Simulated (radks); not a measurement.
Problem. The mean radii <r> (bohr) of the occupied orbitals of an atom or ion are listed with their occupations. All-electron calculation, scalar-relativistic Kohn-Sham, PBE, spin-polarised, spherical densities, finite nucleus; Fermi nuclear charge, rms radius of each element as measured or else 0.836 A^(1/3) + 0.57 fm. Program: a radial shooting solver on a logarithmic mesh with Libxc functionals.

| orbital | occ. | <r> |
|---|---|---|
| 1s up | 1 | 0.02611 |
| 1s down | 1 | 0.02611 |
| 2s up | 1 | 0.1121 |
| 2s down | 1 | 0.1121 |
| 2p up | 3 | 0.09820 |
| 2p down | 3 | 0.09820 |
| 3s up | 1 | 0.2989 |
| 3s down | 1 | 0.2989 |
| 3p up | 3 | 0.2969 |
| 3p down | 3 | 0.2969 |
| 3d up | 5 | 0.2734 |
| 3d down | 5 | 0.2734 |
| 4s up | 1 | 0.6920 |
| 4s down | 1 | 0.6916 |
| 4p up | 3 | 0.7345 |
| 4p down | 3 | 0.7336 |
| 4d up | 5 | 0.8183 |
| 4d down | 5 | 0.8158 |
| 5s up | 1 | 1.514 |

Name the element and its charge. Open shells, if any, are filled with parallel spins first.

Solution. Z = 55, caesium, charge +8: Cs8+ in [Kr] 4d10 5s1. The 1s radius gives Z: for a bare nucleus <r> = (2 gamma + 1)/(2Z) with gamma = sqrt(1 - (Z/c)^2), 0.02574 bohr for Z = 55, and screening makes it slightly larger (0.02611 here). The occupations add up to 47, and the charge is Z minus that.
